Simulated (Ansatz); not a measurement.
Stepwise reaction of `[OH][Ga]([OH])[SH]` with hydrogen chloride, as a gas-phase model of exchange steps in deposition or etching. ΔE in kJ/mol.

Calculated with Ansatz (gas phase, PBE0-D4/def2-TZVP geometries, no zero-point term in ΔE). CCSD(T)/CBS is the MP2 limit (def2-TZVPP, def2-QZVPP) plus CCSD(T) − MP2 in def2-TZVPP, frozen cores. This one scheme is used for every species. Functionals use def2-TZVPP. B3LYP here is the variant with VWN-RPA as its local correlation; programs differ in this. For Ga outer-core shells are correlated without core-valence functions, which leaves a few kJ/mol of doubt a bond. Scalar relativity is left out up to krypton. Each species was taken in one conformer, which may not be the lowest.

```json
{"step": "1", "reaction": "`[OH][Ga]([OH])[SH]` + HCl → `[OH][Ga]([SH])[Cl]` + H₂O", "PBE-D4": "-62.8", "B3LYP-D4": "-62.9", "ωB97M-V": "-63.3", "CCSD(T)/CBS": "-62.1"}
```

Question: Give the row of step 2, `[OH][Ga]([SH])[Cl]` + HCl → `[SH][Ga]([Cl])[Cl]` + H₂O. (Best estimate.)

Answer: Ansatz gave: 
```json
{"step": "2", "reaction": "`[OH][Ga]([SH])[Cl]` + HCl → `[SH][Ga]([Cl])[Cl]` + H₂O", "PBE-D4": "-55.7", "B3LYP-D4": "-56.6", "ωB97M-V": "-57.0", "CCSD(T)/CBS": "-56.9"}
```

Question: By hand: ΔE of the 2 steps together at CCSD(T)/CBS.

Answer: (-62.1) + (-56.9) = -119.0 kJ/mol, or -59.5 kJ/mol a step.

In ΔE each step is higher than the one before. All are downhill at CCSD(T)/CBS. PBE-D4 differs from CCSD(T)/CBS by -0.7 to 1.2 kJ/mol a step. Isolated molecules leave out the surface, adducts and barriers. Largest T1 diagnostic: 0.014.
